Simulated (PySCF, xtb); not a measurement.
C2H6GeO2, SMILES [CH3][Ge@@H]([OH])[CH]=O. Other conformers were not sampled.

Harmonic wavenumbers (cm⁻¹) from GFN2-xTB run with xtb at its own minimum, in rising order: 64, 99, 120, 131, 165, 236, 332, 506, 560, 566, 580, 647, 751, 787, 807, 831, 1306, 1326, 1444, 1447, 1736, 1819, 2744, 3016, 3024, 3031, 3619.

Question: What does PBE-D3(BJ)/def2-SVP in PySCF give at its own minimum? (An estimate is asked for; the answer gives what the named calculation found.)

Answer: 81, 101, 156, 175, 202, 341, 454, 544, 586, 589, 674, 693, 762, 826, 843, 1016, 1200, 1319, 1378, 1384, 1722, 2042, 2755, 2986, 3093, 3102, 3581. Paired by order, the mean absolute difference is 58 cm⁻¹ and the zero-point energies are 45.3 and 46.6 kcal/mol.
